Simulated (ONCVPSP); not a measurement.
# Os: variants of one ONCV potential

Base potential:

Os, optimised norm-conserving Vanderbilt (ONCV), made with ONCVPSP 4.0.1 (PBE, scalar-relativistic). Core [Kr] 4d10 4f14, reference 5s2 5p6 5d6 6s2. Waves: 5s+6s: rc 1.75 bohr, ncon 4, nbas 7, qcut 5.6 1/bohr, 2 projectors; 5p: rc 2.00 bohr, ncon 5, nbas 8, qcut 8 1/bohr, 2 projectors, debl 2.6 Ha; 5d: rc 1.55 bohr, ncon 4, nbas 8, qcut 6.9 1/bohr, 1 projector. Local part: polynomial inside 1.00 bohr (lpopt 1, dvloc0 0 Ha). Core correction: Teter function fitted to the true core (icmod 2), fcfact 0.5.

All-electron outer shells of the reference configuration (PBE, scalar-relativistic, ld1.x):

```csv
shell,level (eV),outermost node (bohr),outermost maximum (bohr)
5s,-91.55,0.51,0.91
4f,-51.98,–,0.40
5p,-50.84,0.55,1.03
5d,-6.25,0.60,1.36
6s,-6.15,1.20,2.48
```

Cutoffs, loose and tight: the cutoffs (Ha) at which the residual kinetic energy of the hardest occupied pseudo-wave falls to 1 and 0.1 mHa per electron. They do not see the model core or the augmentation charge, which bear on the density cutoff. Test errors are all-electron minus pseudo excitation energies from the reference, over the configurations 5s2 5p6 5d6 6s1; 5s2 5p6 5d6 6s0; 5s2 5p6 5d5 6s0; 5s2 5p6 5d6 6s1.5. A dash means not determined; rows that change the core or the reference have their own tests.

A true bound ghost makes a file unfit for plane-wave use even where its test errors are small: the radial tests pick states by their node count and pass the ghost by.

| change | outcome | cutoff, loose | cutoff, tight | bound ghosts | GHOST(+) flags above zero | largest test error (meV) |
| --- | --- | --- | --- | --- | --- | --- |
| base | generated | 17 Ha | 29 Ha | none | s | -18 |
| all radii but the core radius scaled by about 0.77 (s 1.36, p 1.54, d 1.20 bohr); local potential polynomial inside 0.78 bohr (lpopt 1, dvloc0 0 Ha) | generated | 61 Ha | 73 Ha | s | p | -9.9 |
| all radii but the core radius scaled by about 0.82 (s 1.44, p 1.64, d 1.28 bohr); local potential polynomial inside 0.82 bohr (lpopt 1, dvloc0 0 Ha) | generated | 51 Ha | 63 Ha | s | p | -7.3 |
| all radii but the core radius scaled by about 0.89 (s 1.56, p 1.78, d 1.38 bohr); local potential polynomial inside 0.90 bohr (lpopt 1, dvloc0 0 Ha) | generated | 27 Ha | 51 Ha | none | s, p | -15 |
| all radii but the core radius scaled by about 1.03 (s 1.80, p 2.06, d 1.60 bohr); local potential polynomial inside 1.02 bohr (lpopt 1, dvloc0 0 Ha) | generated | 17 Ha | 26 Ha | none | s | -18 |
| all radii but the core radius scaled by about 1.09 (s 1.92, p 2.18, d 1.70 bohr); local potential polynomial inside 1.10 bohr (lpopt 1, dvloc0 0 Ha) | generated | 17 Ha | 20 Ha | none | s | -20 |
| all radii but the core radius scaled by about 1.14 (s 2.00, p 2.28, d 1.76 bohr); local potential polynomial inside 1.14 bohr (lpopt 1, dvloc0 0 Ha) | generated | 17 Ha | 20 Ha | none | s | -20 |
| all radii but the core radius scaled by about 1.21 (s 2.12, p 2.42, d 1.88 bohr); local potential polynomial inside 1.22 bohr (lpopt 1, dvloc0 0 Ha) | generated, projector energies reset by the program | 17 Ha | 20 Ha | none | none | -21 |
| all radii but the core radius scaled by about 1.26 (s 2.20, p 2.52, d 1.96 bohr); local potential polynomial inside 1.26 bohr (lpopt 1, dvloc0 0 Ha) | generated, projector energies reset by the program | 17 Ha | 20 Ha | none | none | -22 |

Question: What comes out with this change to the base: all radii but the core radius scaled by about 0.97 (s 1.70, p 1.94, d 1.50 bohr); local potential polynomial inside 0.98 bohr (lpopt 1, dvloc0 0 Ha)?

Answer: outcome: generated; cutoff, loose: 19 Ha; cutoff, tight: 37 Ha; bound ghosts: none; GHOST(+) flags above zero: s; largest test error (meV): -17.

Question: What comes out with this change to the base: all radii but the core radius scaled by about 1.33 (s 2.34, p 2.66, d 2.06 bohr); local potential polynomial inside 1.34 bohr (lpopt 1, dvloc0 0 Ha)?

Answer: outcome: generated, projector energies reset by the program; cutoff, loose: 16 Ha; cutoff, tight: 19 Ha; bound ghosts: none; GHOST(+) flags above zero: none; largest test error (meV): -23.

Reading the sweep of the scale of all radii but the core radius (base = 1) (base included, trends over the rows without a ghost): The loose cutoff falls from 27 Ha at 0.89 to 16 Ha at 1.33. A larger radius leaves more room for a smooth pseudo-wave, so fewer plane waves are needed; a smaller one forces it to follow the all-electron wave where it bends sharply. The median size of the test errors (rows with all tests solved) rises from 7.0 meV at 0.89 to 12.9 meV at 1.33. More of the atom is replaced by a form fitted at one configuration, so other configurations suffer as the radius grows. Bound ghosts are found at 0.77, 0.82.
